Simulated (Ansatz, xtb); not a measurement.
**Two isomers of C4H8B2Si**

Structure X is `BC1=C[Si@@H](B)C=C1`, a singlet and structure Y is `BC1=C[SiH2]C(B)=C1`, a singlet. Both are isolated molecules in the gas phase, relaxed with B3LYP-D3(BJ)/def2-SVP; the shapes shown needn't be the lowest conformers.

X (Å):

```yaml
atoms:
  - { symbol: C, position_ang: [-1.8025, -0.2936, 0.3142] }
  - { symbol: C, position_ang: [-2.1577, 0.9303, 0.8268] }
  - { symbol: C, position_ang: [0.4699, 0.5985, 0.3262] }
  - { symbol: C, position_ang: [-0.3458, -0.4467, 0.0482] }
  - { symbol: B, position_ang: [-2.8529, -1.3936, 0.0400] }
  - { symbol: B, position_ang: [-0.2972, 2.0261, 3.0857] }
  - { symbol: Si, position_ang: [-0.5871, 1.9507, 1.0905] }
  - { symbol: H, position_ang: [-2.5294, -2.4685, -0.4071] }
  - { symbol: H, position_ang: [-4.0165, -1.1759, 0.2749] }
  - { symbol: H, position_ang: [-3.1980, 1.1583, 1.0719] }
  - { symbol: H, position_ang: [-0.5794, 3.2603, 0.3752] }
  - { symbol: H, position_ang: [-0.1898, 3.0487, 3.7161] }
  - { symbol: H, position_ang: [-0.2478, 0.9780, 3.6794] }
  - { symbol: H, position_ang: [1.5496, 0.5535, 0.1680] }
  - { symbol: H, position_ang: [0.0187, -1.3944, -0.3646] }
```

Y (Å):

```tsv
atom	x (Å)	y (Å)	z (Å)
C	-1.8882	-0.2604	1.5895
C	-2.4854	0.9690	1.7150
C	-0.1790	0.9514	0.2705
C	-0.6308	-0.2320	0.7944
B	-2.4812	-1.5433	2.2207
B	1.1087	1.0379	-0.5560
Si	-1.4347	2.2484	0.7948
H	-3.5062	-1.4745	2.8528
H	-1.9321	-2.6103	2.0885
H	-3.4167	1.0819	2.2771
H	-0.9142	3.3100	1.7047
H	-2.1850	2.8973	-0.3196
H	1.5015	2.0840	-1.0174
H	1.7554	0.0344	-0.7563
H	-0.0850	-1.1720	0.6426
```

Quicker runs give these differences E(Y) − E(X): GFN2-xTB −58.8 kJ/mol; HF/STO-3G −60.7 kJ/mol (at GFN2-xTB geometries); r2SCAN-D4/def2-SVP −65.7 kJ/mol (at GFN2-xTB geometries).

Question: Estimate E(Y) − E(X) at the level CCSD(T)/def2-SVP + ΔMP2/def2-TZVPP.

Answer: Calculated at CCSD(T)/def2-SVP + ΔMP2/def2-TZVPP: E(Y) − E(X) = −55.9 kJ/mol, so structure Y lies lower.

Level by level:

```tsv
level	geometry	E(Y) − E(X) (kJ/mol)	departure from the last row (kJ/mol)	job, with rough time for the two
GFN2-xTB	GFN2-xTB	−58.8	−2.9	optimisation, 0.23 s
HF/STO-3G	GFN2-xTB	−60.7	−4.8	single point, 0.46 s
r2SCAN-D4/def2-SVP	GFN2-xTB	−65.7	−9.9	single point, 3.8 s
B3LYP-D3(BJ)/def2-SVP	B3LYP-D3(BJ)/def2-SVP	−62.8	−7.0	optimisation, 55 s
HF/def2-SVP	B3LYP-D3(BJ)/def2-SVP	−70.2	−14.3	part of the CCSD(T) run
MP2/def2-SVP	B3LYP-D3(BJ)/def2-SVP	−65.1	−9.3	part of the CCSD(T) run
CCSD(T)/def2-SVP	B3LYP-D3(BJ)/def2-SVP	−60.0	−4.1	single point
CCSD(T)/def2-SVP + ΔMP2/def2-TZVPP	B3LYP-D3(BJ)/def2-SVP	−55.9		single point, 52 s
```

As drawn, Y has 1 C–B, 1 Si–H in place of 1 B–Si, 1 C–H.

The levels shown agree on the order. The largest departure from CCSD(T)/def2-SVP + ΔMP2/def2-TZVPP is that of HF/def2-SVP, 14.3 kJ/mol. The last row adds to CCSD(T) the change of the MP2 difference between the two basis sets, here +4.1 kJ/mol.

With thermal terms from frequencies at re-optimised GFN2-xTB minima (ideal gas, soft modes damped towards free rotors, one conformer each, 298.15 K, 1 atm): on the last row, ΔE + ΔZPE = −61.6, ΔH = −61.3, ΔG = −61.4 kJ/mol.

The correlated steps freeze 11 core orbitals. Mirror images aren't counted in ΔG. Programs: Ansatz 0.2.0, xtb 6.7.1; the last row on 2 threads of Intel(R) Xeon(R) 6975P-C (Granite Rapids) on a shared host.
